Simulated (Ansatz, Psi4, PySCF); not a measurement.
CHO2 (SMILES [O]C=O), doublet, geometry from GFN2-xTB. Base run: WB97X/def2-SVP (PySCF).

Input for PySCF:
```python
from pyscf import gto, scf, dft

mol = gto.Mole()
mol.atom = '''
    O     1.156235   -0.013127    0.009834
    C    -0.024571    0.191522    0.000459
    O    -1.115481   -0.304529   -0.010595
    H    -0.178603    1.392118    0.003334
'''
mol.basis = 'def2-svp'
mol.charge = 0
mol.spin = 1
mol.verbose = 4
mol.build()

mf = dft.UKS(mol)
mf.xc = 'wb97x'
mf.kernel()
```

The same geometry, method and basis name were run in Ansatz (an electronic-structure program) and Psi4 and PySCF, at each program's defaults and at the settings that a row names. The base is PySCF at its defaults. Differences at the defaults can come from grids, fitting, cores and function types together.

| code and settings | ΔE vs base (µEh) | basis functions | E (Eh) | SCF cycles | dipole (D) |
|---|---|---|---|---|---|
| PySCF, defaults (exact integrals, its default grid, spherical functions) | 0.0 | 47 | -188.87856 | 11 | 1.67 |
| Psi4, defaults (density fitting with its default set, its default grid, spherical functions) | -5.4 | 47 | -188.87857 | 9 | 1.67 |
| Ansatz, defaults (factorised integrals, its default grid, spherical functions) | -5.3 | 47 | -188.87857 | - | - |
| PySCF, density fitting with def2-universal-jkfit | -2.3 | 47 | -188.87857 | 11 | 1.67 |
| PySCF, fine grid | -5.3 | 47 | -188.87857 | 11 | 1.67 |
| Psi4, exact integrals, spherical functions, fine grid | -5.5 | 47 | -188.87857 | 13 | 1.67 |
| Ansatz, high accuracy | -5.1 | 47 | -188.87857 | - | - |

Open shells are given as the SCF converged; they aren't shown to be the lowest states, and a large step between rows can be another state.
